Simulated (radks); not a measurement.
Results of a calculation; reference values are marked as such.
Species: Zn III. Configuration: [Ar] 3d9 4f1 (not the ground configuration).

Code: a radial shooting solver on a logarithmic mesh with Libxc functionals. Model: non-relativistic Kohn-Sham, B86b exchange with PBE correlation, spin-polarised, spherical densities, point nucleus; open shells are filled with parallel spins first.

Energy parts (hartree):
total: -1777.31638
kinetic: 1776.13732
electron-nucleus: -4219.66018
Hartree: 736.35214
exchange-correlation: -70.14565

Orbitals (lengths in bohr, moments of r in powers of bohr):
\begin{tabular}{lrrr}
orbital & occ. & eigenvalue (hartree) & <1/r> \\ \hline
1s up & 1 & -347.0702 & 29.51 \\
1s down & 1 & -347.0702 & 29.51 \\
2s up & 1 & -42.99809 & 6.435 \\
2s down & 1 & -42.97257 & 6.437 \\
2p up & 3 & -38.05622 & 6.400 \\
2p down & 3 & -38.03746 & 6.402 \\
3s up & 1 & -5.95864 & 2.059 \\
3s down & 1 & -5.91309 & 2.056 \\
3p up & 3 & -4.38419 & 1.935 \\
3p down & 3 & -4.33919 & 1.932 \\
3d up & 5 & -1.70583 & 1.608 \\
3d down & 4 & -1.66248 & 1.601 \\
4s up & 0 & -1.10601 & 0.6402 \\
4s down & 0 & -1.09329 & 0.6343 \\
4p up & 0 & -0.79828 & 0.5388 \\
4p down & 0 & -0.78888 & 0.5372 \\
4f up & 1 & -0.23738 & 0.1941 \\
\end{tabular}

The highest occupied level is 4f up at -6.459 eV. The configuration is held as typed, so some empty levels lie below it. The spin density at the nucleus is -0.2551 e/bohr^3 (1s -0.0112, 2s -0.6164, 3s 0.3724), a Fermi contact field of -13.4 T. The density falls to 0.001 e/bohr^3 at r = 2.85 bohr. Summed over all electrons, <r^2> = 49.76 bohr^2, which gives a Langevin (diamagnetic) susceptibility term of -39.4 x 10^-6 cm^3/mol. The electron density at the nucleus is 1.846e+04 e/bohr^3. Spin moment in Bohr magnetons: 2. Virial ratio -V/T = 2.00066.
